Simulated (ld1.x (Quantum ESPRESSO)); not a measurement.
## Ge: variants of one TM potential

Base potential:

ld1.x (Quantum ESPRESSO) 7.5 input, shortened:

```
&input
   title='Ge', zed=32., rel=0, dft='PZ', iswitch=3,
   config='[Ar] 3d10 4s2 4p2'
 /
 &inputp
   pseudotype=2, tm=.true., lloc=-2, rcloc=0.65,
   nlcc=.false.
 /
3
3S  1  0   2.00   0.00  0.80  0.80  0.0
3P  2  1   6.00   0.00  1.00  1.00  0.0
3D  3  2  10.00   0.00  0.80  0.80  0.0
 &test
   configts(1)='3s2 3p6 3d10 4s2 4p2'
 /
```

Occupied shells without a wave of their own: 4p, 4s. They enter only through the test configuration that unscreens the potential.

All-electron outer shells of the reference configuration (LDA (PZ), non-relativistic, ld1.x):

```csv
shell,level (eV),outermost node (bohr),outermost maximum (bohr)
2p,-1189.69,–,0.14
3s,-162.21,0.26,0.55
3p,-114.14,0.23,0.55
3d,-30.39,–,0.50
4s,-11.61,0.78,1.77
4p,-4.08,0.83,2.22
```

Cutoffs, loose and tight: the cutoffs (Ry, on a coarse ladder) from which the occupation-weighted sum of valence levels, in a spherical-Bessel basis at the reference potential, stays within 10 and 1 mRy of its value at 400 Ry. They do not see the model core or the augmentation charge, which bear on the density cutoff. Test errors are all-electron minus pseudo excitation energies from the reference, over the configurations 3s2 3p6 3d10 4s2 4p1; 3s2 3p6 3d10 4s2 4p0; 3s2 3p6 3d10 4s1 4p0; 3s2 3p6 3d9 4s2 4p3; 3s2 3p6 3d10 4s1 4p3; 3s2 3p6 3d10 4s2 4p2.3; 3s2 3p5 3d10 4s2 4p2 (two spin-polarised tests are not counted in the largest error). A dash means not determined; rows that change the core or the reference have their own tests. The largest error is taken over the tests solved by every variant that gives reliable tests at all: 3s2 3p5 3d10 4s2 4p2; 3s2 3p6 3d10 4s1 4p3; 3s2 3p6 3d10 4s2 4p0; 3s2 3p6 3d10 4s2 4p1; 3s2 3p6 3d10 4s2 4p2.3.

A true bound ghost makes a file unfit for plane-wave use even where its test errors are small: the radial tests pick states by their node count and pass the ghost by. Where a test does run into it, the solver fails or the error is huge.

Cutoffs are not given where the Bessel-basis levels miss the radial ones by over 6 mRy, ghosts where they miss by over 20 mRy; a channel whose overlap is not positive is not tested.

```csv
change,outcome,"cutoff, loose","cutoff, tight",bound ghosts,largest test error (meV)
base,"generated, misses its reference levels by 0.33 eV",over 300 Ry,over 300 Ry,none,-312
wave 3s (bound): rc 0.80 bohr becomes 3s (bound): rc 1.14 bohr,"generated, misses its reference levels by 1.31 eV",over 300 Ry,over 300 Ry,none,-1362
wave 3d (bound): rc 0.80 bohr becomes 3d (bound): rc 0.50 bohr,"generated, misses its reference levels by 0.33 eV",–,–,not determined,-312
wave 3p (bound): rc 1.00 bohr becomes 3p (bound): rc 0.64 bohr,"generated, misses its reference levels by 0.33 eV",over 300 Ry,over 300 Ry,none,-328
local potential all-electron potential smoothed inside 0.74 bohr (lloc = -2),generated,over 300 Ry,over 300 Ry,none,-87
type TM semilocal; local potential the s channel,"generated, misses its reference levels by 0.48 eV",over 300 Ry,over 300 Ry,none,-440
"all radii scaled by about 0.87 (s 0.70, p 0.86, d 0.70 bohr); local potential all-electron potential smoothed inside 0.56 bohr (lloc = -2)","generated, misses its reference levels by 0.29 eV",over 300 Ry,over 300 Ry,none,-260
local potential the s channel,"generated, misses its reference levels by 0.48 eV",over 300 Ry,over 300 Ry,none,-405
```

What comes out with this change to the base: scalar-relativistic?

outcome: generated, misses its reference levels by 0.34 eV; cutoff, loose: over 300 Ry; cutoff, tight: over 300 Ry; bound ghosts: none; largest test error (meV): -328.

What comes out with this change to the base: functional PBE?

outcome: generated, misses its reference levels by 0.32 eV; cutoff, loose: over 300 Ry; cutoff, tight: over 300 Ry; bound ghosts: none; largest test error (meV): -307.

What comes out with this change to the base: core [Ar], valence charge 14; reference 3d10 4s2 4p2; waves now 4s (bound): rc 1.35 bohr; 4p (bound): rc 1.80 bohr; 3d (bound): rc 0.90 bohr; local potential the d channel; core correction Bessel-smoothed model core, default radius (core density twice the valence density)?

outcome: generated; cutoff, loose: 300 Ry; cutoff, tight: over 300 Ry; bound ghosts: s, p; largest test error (meV): -378 over the solved tests; 1 of 9 tests not solved or not reliable.
